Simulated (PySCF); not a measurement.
PySCF input file for GeH₇NSi, SMILES [SiH3][NH][GeH3], PBE/pcSseg-1. Coordinates come from a B3LYP-D3(BJ)/def2-SVP optimisation. The structure was generated by enumeration, and PubChem lists no compound with its InChIKey, so it may never have been made.

```python
import numpy as np
from pyscf import gto, scf, dft
from pyscf.prop.nmr import rks as nmr

mol = gto.M(
    atom='''
    Si    2.06157010    0.27254142    0.24632448
    N     0.61703882   -0.32108351   -0.51832375
    Ge   -1.14172737   -0.06756896   -0.00860792
    H     3.16026265   -0.73275043    0.12366397
    H     2.58100243    1.55671409   -0.32440374
    H     1.74446450    0.50669017    1.68408368
    H     0.72577094   -0.71332087   -1.45122798
    H    -1.94025695   -1.33778301   -0.37059606
    H    -1.78725085    1.14713057   -0.71861802
    H    -1.12996995    0.16753088    1.51227495
    ''',
    basis='pcSseg-1',
    charge=0,
    spin=0,
    max_memory=1600,
    verbose=3,
)
mf = dft.RKS(mol, xc='pbe')
mf.grids.level = 3
mf.conv_tol = 1e-10
mf.max_cycle = 100
mf.kernel()
n = nmr.NMR(mf)
n.verbose = 2
n.max_cycle_cphf = 60
sigma = n.kernel()
print('atom   isotropic/ppm   span/ppm')
for i, s in enumerate(sigma):
    w = np.linalg.eigvalsh((s + s.T) / 2)
    print(f'{mol.atom_symbol(i):2s}{i + 1:3d} {w.mean():14.3f} {w[2] - w[0]:11.3f}')
```

Output:

```
converged SCF energy = -2424.69376519636
atom   isotropic/ppm   span/ppm
Si  1        383.478     133.395
N   2        267.567      72.679
Ge  3       1393.293     341.595
H   4         26.172       9.211
H   5         26.205       9.594
H   6         26.490       7.436
H   7         32.439      23.064
H   8         26.156      17.281
H   9         26.020      17.731
H  10         26.417      15.504
```

The calculation finished and met its thresholds.
